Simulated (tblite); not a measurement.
A tight-binding relaxation on `[Cl][GeH2][CH2][SiH2]C(Cl)(Cl)Cl`.

Computed with GFN2-xTB geometry optimisation, gas phase (tblite 0.8.0). Start geometry: from a force field or distance geometry. A driver script takes a list of jobs; this job's settings line and coordinates (Å) are shown.

Command:
```bash
OMP_NUM_THREADS=1 python probes_run.py task.json out
```

Input:
```
{"job": {"kind": "relax", "xc": "GFN2-xTB", "basis": "xTB"}, "charge": 0, "multiplicity": 1}
Cl     2.081500    -0.008000     2.407100
Ge     1.722900     0.895800     0.473300
C      0.953800    -0.298600    -0.806600
Si    -0.630900    -1.097000    -0.253000
C     -1.977500     0.141100     0.143500
Cl    -1.843700     1.447600    -1.075600
Cl    -1.716300     0.765600     1.775700
Cl    -3.571500    -0.634000     0.009200
H      0.975300     2.208700     0.685100
H      3.133000     1.282800    -0.058500
H      1.704600    -1.079700    -1.056500
H      0.720100     0.307100    -1.723000
H     -0.429500    -2.054800     0.866800
H     -1.122500    -1.877100    -1.409700
```

Output:
```
step      E/eV     max force
  0    -795.30288    2.262
  1    -795.44356    1.128
  2    -795.50183    0.525
  3    -795.52716    0.498
  4    -795.55136    0.428
  5    -795.56245    0.343
  6    -795.56897    0.196
  7    -795.57219    0.196
  8    -795.57547    0.134
  9    -795.57844    0.150
... (48 lines left out)
 58    -795.61360    0.042
 59    -795.61375    0.056
 60    -795.61390    0.050
 61    -795.61400    0.026
 62    -795.61405    0.014
 63    -795.61407    0.013
 64    -795.61410    0.014
 65    -795.61413    0.017
 66    -795.61415    0.013
 67    -795.61416    0.007
```

«max force» is the largest atomic force in eV/Å.

**Question.** From which step on does the largest force stay under 0.1 eV/Å, and how much energy is left to gain from there?

**Answer.** From step 26 (0.093 eV/Å), 7.5 meV above the end.

Main results: energy lowered by 7.2 kcal/mol over 67 steps; largest atomic force 0.007 eV/Å at the end.

**Question.** Where do the atoms end?

**Answer.** 0.159 Å rms from the input after alignment:
```
atom  x, y, z in Å
Cl1    1.9722    0.0389    2.3638
Ge2    1.6845    0.9735    0.5095
C3     0.9756   -0.3449   -0.8070
Si4   -0.6294   -1.2425   -0.3785
C5    -1.8934    0.1374    0.1407
Cl6   -1.8973    1.4533   -1.0481
Cl7   -1.4596    0.8106    1.7199
Cl8   -3.5250   -0.5436    0.2435
H9     0.8719    2.2277    0.6845
H10    3.0621    1.3955    0.0239
H11    1.7591   -1.0876   -0.9573
H12    0.8588    0.1834   -1.7523
H13   -0.5513   -2.1212    0.7851
H14   -1.2288   -1.8810   -1.5498
```

On AMD EPYC 9R45, one thread, no GPU, shared host with 96 logical CPUs at a one-minute load of 16, this took 0.6 s.
Labels such as C1 count atoms from 1, the log's own numbers from 0.
